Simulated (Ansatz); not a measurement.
GaH₇O₃Si₂ (`[OH][Ga]([O][SiH3])[O][SiH3]`). Total charge 0; spin multiplicity 1. The structure was optimised at the PBE0-D4/def2-TZVP level. It is one conformer, not always the lowest.

```xyz
13

O     2.296   -1.872   -1.446
Ga    1.051   -0.877   -0.693
O    -0.502   -0.707   -1.499
Si   -1.905    0.115   -1.319
O     1.378   -0.072    0.849
Si    0.583    0.841    1.950
H     3.104   -1.906   -0.928
H    -1.662    1.455   -0.714
H    -2.525    0.292   -2.656
H    -2.839   -0.636   -0.439
H     1.226    0.651    3.275
H     0.644    2.280    1.578
H    -0.848    0.437    2.042
```

Question: What is the dipole moment at ωB97M-V/def2-TZVPP? (Best estimate.)

Answer: Computed: 1.20 D, with components (0.83, 0.16, 0.85) D in this frame, pointing from negative to positive charge.

Question: And with PBE, r2SCAN, B3LYP? (An estimate is asked.)

Answer: The calculation gave: PBE 1.16 D, r2SCAN 1.19 D, B3LYP 1.19 D.

Question: Give the Mulliken charges with ωB97M-V, r2SCAN, PBE in def2-TZVPP. (Estimate.)

Answer: Computed: 
```json
{"atom": "O1", "ωB97M-V": "-0.38", "r2SCAN": "-0.40", "PBE": "-0.34"}
{"atom": "Ga2", "ωB97M-V": "0.70", "r2SCAN": "0.70", "PBE": "0.54"}
{"atom": "O3", "ωB97M-V": "-0.41", "r2SCAN": "-0.43", "PBE": "-0.32"}
{"atom": "Si4", "ωB97M-V": "0.29", "r2SCAN": "0.42", "PBE": "0.32"}
{"atom": "O5", "ωB97M-V": "-0.43", "r2SCAN": "-0.44", "PBE": "-0.33"}
{"atom": "Si6", "ωB97M-V": "0.29", "r2SCAN": "0.43", "PBE": "0.32"}
{"atom": "H7", "ωB97M-V": "0.18", "r2SCAN": "0.20", "PBE": "0.19"}
{"atom": "H8", "ωB97M-V": "-0.04", "r2SCAN": "-0.08", "PBE": "-0.06"}
{"atom": "H9", "ωB97M-V": "-0.04", "r2SCAN": "-0.09", "PBE": "-0.07"}
{"atom": "H10", "ωB97M-V": "-0.04", "r2SCAN": "-0.08", "PBE": "-0.07"}
{"atom": "H11", "ωB97M-V": "-0.04", "r2SCAN": "-0.09", "PBE": "-0.07"}
{"atom": "H12", "ωB97M-V": "-0.04", "r2SCAN": "-0.08", "PBE": "-0.07"}
{"atom": "H13", "ωB97M-V": "-0.04", "r2SCAN": "-0.08", "PBE": "-0.06"}
```

B3LYP here is the variant with VWN-RPA as its local correlation; programs differ in this.
